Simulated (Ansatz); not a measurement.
Basis-set extrapolation for `NCB(O)Cl` (PBE0-D4/def2-TZVP geometry, frozen core, Ansatz 0.2.0). Multiplicity 1, RHF reference.

```json
{"": "HF", "def2-TZVPP": "-654.467746", "def2-QZVPP": "-654.489817"}
{"": "MP2 correlation", "def2-TZVPP": "-0.912918", "def2-QZVPP": "-0.984864"}
{"": "CCSD(T) correlation", "def2-TZVPP": "-0.989554", "def2-QZVPP": "not run"}
```

Energies in hartree. Use E(X) = E(∞) + A·exp(−7.88·√X) for Hartree–Fock and E(X) = E(∞) + B·X^(−2.97) for correlation, with X = 3 and 4, and add CCSD(T) minus MP2 of the smaller set to the MP2 limit.

**Question.** What is the CCSD(T) energy at the basis-set limit?

**Answer.** HF limit: -654.489817 + (-0.022071) × 0.13774 = -654.49286. MP2 limit: -0.984864 + (-0.071946) × 0.74074 = -1.03816. Higher-order term: -0.989554 − (-0.912918) = -0.07664. Total: -655.60766 hartree, 394.8 kJ/mol below CCSD(T)/def2-TZVPP.
